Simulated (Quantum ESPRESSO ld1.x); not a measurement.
Species: the bromine ion Br26+. Configuration: [He] 2s1.5 2p5.5 (fractional occupations, a model configuration). Method: Dirac Kohn-Sham, PBE, spin-unpolarised, spherical densities, point nucleus; open shells fill j = l - 1/2 first; computed with ld1.x of Quantum ESPRESSO 7.5.

Normalised radial functions P(r) = r R(r) (large component), r in bohr:

| r | 2p1/2 | 2p3/2 |
|---|---|---|
| 0.001912 | 0.0087 | 0.0046 |
| 0.002317 | 0.0117 | 0.0067 |
| 0.002808 | 0.0158 | 0.0098 |
| 0.003429 | 0.0218 | 0.0144 |
| 0.004155 | 0.0298 | 0.0208 |
| 0.005035 | 0.0408 | 0.0299 |
| 0.006101 | 0.0562 | 0.0430 |
| 0.007392 | 0.0776 | 0.0615 |
| 0.008957 | 0.1071 | 0.0876 |
| 0.01085 | 0.1475 | 0.1241 |
| 0.01315 | 0.2026 | 0.1746 |
| 0.01606 | 0.2805 | 0.2469 |
| 0.01946 | 0.3804 | 0.3410 |
| 0.02358 | 0.5110 | 0.4652 |
| 0.02857 | 0.6777 | 0.6255 |
| 0.03462 | 0.8849 | 0.8267 |
| 0.04195 | 1.1329 | 1.0702 |
| 0.05083 | 1.4163 | 1.3513 |
| 0.06158 | 1.7200 | 1.6564 |
| 0.07522 | 2.0288 | 1.9717 |
| 0.09114 | 2.2771 | 2.2317 |
| 0.1104 | 2.4291 | 2.4004 |
| 0.1338 | 2.4376 | 2.4289 |
| 0.1621 | 2.2732 | 2.2847 |
| 0.1965 | 1.9415 | 1.9690 |
| 0.238 | 1.4919 | 1.5278 |
| 0.2884 | 1.0096 | 1.0450 |
| 0.3523 | 0.5709 | 0.5983 |
| 0.4268 | 0.2729 | 0.2899 |
| 0.5172 | 0.1038 | 0.1120 |
| 0.6267 | 0.0299 | 0.0329 |

2p1/2: eigenvalue -2849.3 eV, 0 radial nodes, <r> = 0.157 bohr, 90 % of the charge inside 0.255 bohr. 2p3/2: eigenvalue -2798.4 eV, 0 radial nodes, <r> = 0.161 bohr, 90 % of the charge inside 0.260 bohr.
